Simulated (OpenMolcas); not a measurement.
Pr3+ with its 6 nearest chloride ions at 2.704 Å, on the Y site of Cs2NaYCl6 (a = 10.7396 Å, distance in the model lattice 2.619 Å). The rest of the host is ab initio model potentials to 7.6 Å, with orthogonalisation functions on the cations behind the ligands, and point charges beyond; the distance is set by hand and nothing relaxes. Ligand basis ANO-RCC-VDZP.
```
Pr    0.0000    0.0000    0.0000
Cl    2.7040    0.0000    0.0000
Cl    0.0000    2.7040    0.0000
Cl   -2.7040    0.0000    0.0000
Cl    0.0000   -2.7040    0.0000
Cl    0.0000    0.0000    2.7040
Cl    0.0000    0.0000   -2.7040
```

```json
{
  "Program": "OpenMolcas",
  "Method": "CASSCF",
  "Basis": "ANO-RCC-VDZP [7s6p4d2f1g]",
  "Scalar Hamiltonian": "DKH2, point nucleus",
  "Active space": "2 electrons in 7 orbitals (4f)",
  "State averaging": "2S+1 = 3 even, 21 roots; 2S+1 = 1 even, 27 roots kept (CI in the orbitals of an earlier block)",
  "Spin-orbit coupling": "state interaction with AMFI integrals over the reference wave functions"
}
```

(1) What is the spin-free ground state (labels of O, the rotations of Oh)?

(2) Where is the first state of the same spin?

(3) What are the lowest two levels with spin-orbit coupling?

(4) What is χT at 300 K, and how does it compare with the textbook value?

## Answers

(1) 3T1, 3-fold in its orbital part, 100 % from free-ion H terms; it has the highest spin that f2 allows.

(2) 3T2 at 378 cm-1 above the ground state.

(3) A 1-fold level A1, then a 3-fold level T1 217.3 cm-1 above it. Their leading multiplicities are 3 (98 %) and 3 (97 %).

(4) Hund's rules give f2 the level 3H4 with g = 0.800, so an isolated free-ion multiplet has χT = g² J(J+1) / 8 = 1.600 cm3 K/mol. The computed 1.469 at 300 K differs by -8 %, through the field's splitting, the mixing of terms and any other multiplet in reach.

Without dynamic correlation the ligand-field splitting of an f shell can come out too small, at times by half. The first state left out of the spin-orbit step lies near 61000 cm-1 above the lowest spin-free state of the reference (among the parities and spins computed), and the lists stop at four fifths of that energy or lower. No measured value stands beside these numbers; the geometry was set by hand and not optimised.
